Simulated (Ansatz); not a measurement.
Consider the cleavage of the Si–Ge bond: `CO[SiH](C)[GeH3]` + H₂Se → `CO[SiH](C)[SeH]` + GeH₄.

Isolated molecules relaxed with PBE0-D4/def2-TZVP in Ansatz; ΔE leaves out vibrations. CBS: MP2 limit from def2 TZ/QZ plus the TZ coupled-cluster correction, frozen cores. DFT in def2-TZVPP. B3LYP here is the variant with VWN-RPA as its local correlation; programs differ in this. For Ge, Se outer-core shells are correlated without core-valence functions, which leaves a few kJ/mol of doubt a bond. Scalar relativity is left out up to krypton. Each species was taken in one conformer, which may not be the lowest.

(1) Is it downhill or uphill in electronic energy at CCSD(T)/CBS, and by how much? (Estimate.)

(2) What do these levels give: PBE-D4, r2SCAN-D4, PBE0-D4, B3LYP-D4, B2PLYP, PBE, r2SCAN, PBE0, SCS-MP2/def2-TZVPP, HF/CBS(def2), MP2/CBS(def2), CCSD/CBS(def2)? (An estimate is asked.)

Largest T1 diagnostic among the species: 0.012.

## Answers

(1) Computed: Downhill: ΔE = -65.0 kJ/mol.

(2) Ansatz gave: PBE-D4 -57.5, r2SCAN-D4 -63.7, PBE0-D4 -61.1, B3LYP-D4 -61.4, B2PLYP -64.4, PBE -57.0, r2SCAN -63.9, PBE0 -60.9, SCS-MP2/def2-TZVPP -68.2, HF/CBS(def2) -71.7, MP2/CBS(def2) -72.9, CCSD/CBS(def2) -64.8 kJ/mol.

From PBE to PBE0 (25 % exact exchange), in def2-TZVPP and without D4, ΔE moves by −3.9 kJ/mol.
